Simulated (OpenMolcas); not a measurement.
# Pb I: thermal populations, worked from levels

```yaml
Program: OpenMolcas 26.06
Basis: ANO-RCC-VTZP [8s7p5d3f2g]
Scalar_Hamiltonian: DKH2, point nucleus
Active_space: 4 electrons in 9 orbitals (RAS2 6s 6p; RAS3 6d, at most 2 electrons)
State_averaging: 2S+1 = 3 even, 3 roots; 2S+1 = 1 even, 6 roots; 2S+1 = 5 odd, 1 root; 2S+1 = 3 odd, 5 roots; 2S+1 = 1 odd, 5 roots (0 in the spin-orbit step)
Spin-orbit_coupling: state interaction with AMFI integrals over the reference wave functions, term energies averaged over their components
```

Methods: RASSCF; SS-RASPT2, IPEA 0.25 Eh, imaginary shift 0.1 Eh (closed shells correlated: 5d). Measured levels: NIST Handbook of Basic Atomic Spectroscopic Data.

**Thermal populations.** Z = Σ (2J + 1) exp(-E/kT) with k = 0.695035 cm-1/K, over the levels below. No other level of either list lies under 34900 cm-1, which is above 7 kT at each temperature.

```csv
Level,2J + 1,SS-RASPT2,measured
6s2 6p2 3P0,1,0.0,0.0
6s2 6p2 3P1,3,6700,7819
6s2 6p2 3P2 [63 %],5,9760,10650
6s2 6p2 1D2 [63 %],5,19250,21458
6s2 6p2 1S0,1,27840,29467
```

| T (K) | Z, SS-RASPT2 | Z, measured levels | Ground level (%), SS-RASPT2 | Ground level (%), measured levels |
| --- | --- | --- | --- | --- |
| 3000 | 1.168 | 1.101 | 85.7 | 90.8 |
| 5000 | 1.758 | 1.560 | 56.9 | 64.1 |

At 5000 K, kT = 3475 cm-1, and the computed levels give Z = 1.000 + 0.436 + 0.301 + 0.020 + 0.000 = 1.758.

Some high roots are left out of the spin-orbit mixing, which shifts the levels that they would mix with. Active for correlation alone: 6d; no level in the range computed is led by a configuration that fills it, so any true level of that kind is missing. Spin-orbit splittings of 6p shells tend to come out small when the coupling is added on scalar orbitals. Measured partners are found by configuration, term and J. A level has none where our copy of the source lacks it or the pairing is in doubt (some pairs that miss far off the trend of their configuration count as doubtful), and it then counts in no deviation. Where the source uses jj or jK labels, the order within each J decides. Only configurations of the active space appear.

A share in square brackets marks a mixed level and gives the weight of the term that names it, the lowest over the columns.
